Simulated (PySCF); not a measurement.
Ligands exchanged one at a time, B H-CH3. Isolated molecules, 0 K electronic values unless said otherwise. Strings in code marks are SMILES.

The dipole moment from two functionals at the same geometries (CAM-B3LYP-D3(BJ)/def2-TZVP), both in PySCF: PBE-D3(BJ)/def2-TZVP and CAM-B3LYP-D3(BJ)/def2-TZVP. 

```tsv
species	CAM-B3LYP-D3(BJ)/def2-TZVP (D)
0 of 3 H replaced by CH3 (`B`)	0.00
1 of 3 H replaced by CH3	0.67
2 of 3 H replaced by CH3 (`CBC`)	0.41
3 of 3 H replaced by CH3 (`CB(C)C`)	0.06
```

### Question
What does PBE-D3(BJ)/def2-TZVP give for each?

### Answer

- 0 of 3 H replaced by CH3 (`B`): 0.00
- 1 of 3 H replaced by CH3: 0.78
- 2 of 3 H replaced by CH3 (`CBC`): 0.47
- 3 of 3 H replaced by CH3 (`CB(C)C`): 0.07
Over these rows, drawn at random from the members with no instability flagged (it was tested for open shells, ions and some series alone), PBE minus CAM-B3LYP-D3(BJ): mean +0.04 D, from 0.00 D to +0.11 D.
